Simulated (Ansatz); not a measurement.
One change: `OCN[SiH2]F` becomes `OCNCO`.

Ansatz, PBE0-D4/def2-TZVP geometries, multiplicity 1. Each molecule was computed in one conformer, which needn't be the lowest.

```csv
property,`OCN[SiH2]F`
HOMO energy (B3LYP/def2-TZVPP) / eV,-7.58
HOMO energy (PBE0/def2-TZVPP) / eV,-7.82
HOMO energy (ωB97M-V/def2-TZVPP) / eV,-10.22
size of the dipole moment (ωB97M-V/def2-TZVPP) / D,1.29
HOMO–LUMO gap (PBE0/def2-TZVPP) / eV,8.40
HOMO energy (PBE/def2-TZVPP) / eV,-6.32
```

**Question.** Give the same properties after the change, and the shifts. (Estimate.)

**Answer.** Computed: 
```json
{"property": "HOMO energy (B3LYP/def2-TZVPP) / eV", "`OCNCO`": "-6.97", "shift": "0.61"}
{"property": "HOMO energy (PBE0/def2-TZVPP) / eV", "`OCNCO`": "-7.20", "shift": "0.62"}
{"property": "HOMO energy (ωB97M-V/def2-TZVPP) / eV", "`OCNCO`": "-9.61", "shift": "0.61"}
{"property": "size of the dipole moment (ωB97M-V/def2-TZVPP) / D", "`OCNCO`": "2.97", "shift": "1.68"}
{"property": "HOMO–LUMO gap (PBE0/def2-TZVPP) / eV", "`OCNCO`": "8.05", "shift": "-0.35"}
{"property": "HOMO energy (PBE/def2-TZVPP) / eV", "`OCNCO`": "-5.67", "shift": "0.65"}
```

With PBE0 the HOMO rises by 0.62 eV and the LUMO rises by 0.27 eV, so the gap narrows by about 0.35 eV. PBE moves the HOMO by 0.65 eV and ωB97M-V by 0.61 eV. Dipoles are sizes alone; their direction can turn.

B3LYP here is the variant with VWN-RPA as its local correlation; programs differ in this.
